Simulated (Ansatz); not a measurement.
One change: `FB(F)[Si](F)(F)F` becomes `N#C[Si](F)(F)F`.

Ansatz, PBE0-D4/def2-TZVP geometries, multiplicity 1. Each molecule was computed in one conformer, which needn't be the lowest.

```json
{"property": "HOMO–LUMO gap (ωB97M-V/def2-TZVPP) / eV", "`FB(F)[Si](F)(F)F`": "12.63"}
{"property": "HOMO energy (B3LYP/def2-TZVPP) / eV", "`FB(F)[Si](F)(F)F`": "-10.01"}
{"property": "size of the dipole moment (PBE/def2-TZVPP) / D", "`FB(F)[Si](F)(F)F`": "0.78"}
{"property": "LUMO energy (PBE/def2-TZVPP) / eV", "`FB(F)[Si](F)(F)F`": "-2.83"}
{"property": "LUMO energy (PBE0/def2-TZVPP) / eV", "`FB(F)[Si](F)(F)F`": "-1.90"}
{"property": "HOMO energy (PBE/def2-TZVPP) / eV", "`FB(F)[Si](F)(F)F`": "-8.60"}
```

Problem. Give the same properties after the change, and the shifts. (Estimate.)

Solution. The calculation gave: 
| property | `N#C[Si](F)(F)F` | shift |
| --- | --- | --- |
| HOMO–LUMO gap (ωB97M-V/def2-TZVPP) / eV | 14.19 | 1.56 |
| HOMO energy (B3LYP/def2-TZVPP) / eV | -10.71 | -0.70 |
| size of the dipole moment (PBE/def2-TZVPP) / D | 1.67 | 0.89 |
| LUMO energy (PBE/def2-TZVPP) / eV | -2.38 | 0.45 |
| LUMO energy (PBE0/def2-TZVPP) / eV | -1.38 | 0.52 |
| HOMO energy (PBE/def2-TZVPP) / eV | -9.40 | -0.80 |

With PBE0 the HOMO falls by 0.78 eV and the LUMO rises by 0.52 eV, so the gap widens by about 1.30 eV. PBE moves the HOMO by -0.80 eV and ωB97M-V by -0.89 eV. Dipoles are sizes alone; their direction can turn.

B3LYP here is the variant with VWN-RPA as its local correlation; programs differ in this.
